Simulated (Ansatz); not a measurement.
`F[SiH2]C[SiH](F)F` + `C=N` → `C=N[SiH](F)F` + `C[SiH2]F` at 500 K and 1 bar (ligand exchange at the Si–C bond).

Isolated molecules relaxed with PBE0-D4/def2-TZVP in Ansatz; ΔE leaves out vibrations. CCSD(T)/CBS adds triple-zeta CCSD(T) − MP2 to the extrapolated MP2 energy (def2 sets, frozen cores). This one scheme is used for every species. Each species was taken in one conformer, which may not be the lowest.

| species | CCSD(T)/CBS energy (Eh) | H − E (kJ/mol) | S (J/(mol·K)) |
| --- | --- | --- | --- |
| `F[SiH2]C[SiH](F)F` | -918.82142 | 217.6 | 465.8 |
| `C=N` | -94.52360 | 124.2 | 249.5 |
| `C=N[SiH](F)F` | -583.35600 | 159.6 | 376.1 |
| `C[SiH2]F` | -430.00374 | 180.6 | 331.4 |

H − E and S are ideal-gas, rigid-rotor, harmonic terms from PBE0-D4/def2-TZVP, for one conformer and one mirror image of each species. 1 Eh = 2625.50 kJ/mol, R = 8.31446 J/(mol·K).

Question: By hand: ΔE, ΔH, ΔS and ΔG.

Answer: ΔE = (-583.35600) + (-430.00374) − (-918.82142) − (-94.52360) = -0.01472 Eh = -38.6 kJ/mol. Δ(H − E) = 159.6 + 180.6 − 217.6 − 124.2 = -1.6, so ΔH = -40.2 kJ/mol. ΔS = 376.1 + 331.4 − 465.8 − 249.5 = -7.8 J/(mol·K). ΔG = -40.2 − 500 × (-7.8)/1000 = -36.3 kJ/mol.

Question: By hand: the equilibrium constant, and the temperature at which ΔG would vanish if ΔH and ΔS stayed fixed.

Answer: log₁₀ K = −ΔG/(RT ln 10) = 3.8. ΔG = 0 at ΔH/ΔS = 5154 K, far beyond where these terms or the molecules hold.

The number of gas molecules stays the same, so ΔS is small and ΔH decides. A doubt of 5 kJ/mol in ΔE shifts log₁₀ K by 0.5 here. Other conformers and mirror images would add mixing entropy, several J/(mol·K) or more a flexible species. Modes under 60 cm⁻¹, often nearly free rotors, make the harmonic entropy too high. These are equilibria of isolated gas molecules and say nothing of rates. Largest T1 diagnostic: 0.013 (customary marks: 0.02 for closed shells, 0.045 for open ones).
